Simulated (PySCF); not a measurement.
Ge(F)3(I), SMILES [F][Ge]([F])([F])[I] (F₃GeI), singlet (PBE0/def2-SVP optimised geometry):

```
5

F     -1.100    -1.467    -1.508
Ge    -0.613    -0.820     0.000
F      1.098    -0.820     0.000
F     -1.098     0.820     0.000
I     -1.535    -2.070     1.892
```

Method: PBE0/def2-TZVP, def2 effective core potentials past Kr in PySCF.

Task: What are the frontier orbital energies and the dipole moment?

Result: HOMO-2 -10.96 eV, HOMO-1 -8.96 eV, HOMO -8.96 eV, LUMO -2.43 eV, LUMO+1 0.42 eV; dipole moment 2.55 D.

On the same geometry PBE/def2-TZVP, def2 effective core potentials past Kr in PySCF gives HOMO-2 -9.50 eV, HOMO-1 -7.72 eV, HOMO -7.72 eV, LUMO -3.35 eV, LUMO+1 -0.44 eV; dipole moment 2.40 D.
